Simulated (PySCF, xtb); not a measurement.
Mo(O)2(Me)2 (C₂H₆MoO₂), SMILES [CH3][Mo]([CH3])(=[O])=[O], multiplicity 1.

Harmonic wavenumbers (cm⁻¹) from GFN2-xTB (xtb) at its own minimum, in rising order: 66, 92, 168, 177, 183, 193, 221, 424, 468, 529, 589, 619, 622, 890, 991, 1272, 1275, 1424, 1431, 1461, 1462, 2800, 2816, 2886, 2890, 2936, 2943.

What does B3LYP-D3(BJ)/def2-SVP (PySCF 2.14.0) give at its own minimum? (The exact figures need the calculation; the answer reports its results.)

91, 100, 152, 185, 208, 237, 336, 507, 552, 611, 615, 653, 661, 1026, 1044, 1184, 1196, 1385, 1393, 1400, 1405, 3006, 3008, 3106, 3108, 3126, 3126. Paired by order, the mean absolute difference is 87 cm⁻¹ and the zero-point energies are 45.5 and 47.8 kcal/mol.
